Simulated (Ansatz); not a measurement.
Two spin states of TeF, each at its own minimum; 2S+1 = 2, 4 were tried, and our sources give no spin for the ground state. No spin–orbit coupling.

Each state is the lowest solution found for its spin in def2 and cc sets.

The values were computed with Ansatz (a first-principles code) with Gaussian orbitals. Each number belongs to the level named beside it. In def2 rows elements past Kr take small-core potentials, without spin–orbit coupling.

Problem. One of these levels gives 29.25 kcal/mol for the energy of the multiplicity-4 state above the multiplicity-2 state. Which?
A) wB97X-V/def2-TZVPP
B) PBE/def2-TZVPP
C) PBE0/def2-TZVPP

Solution. C, PBE0/def2-TZVPP. The others give 26.83 (PBE/def2-TZVPP), 36.17 (wB97X-V/def2-TZVPP)
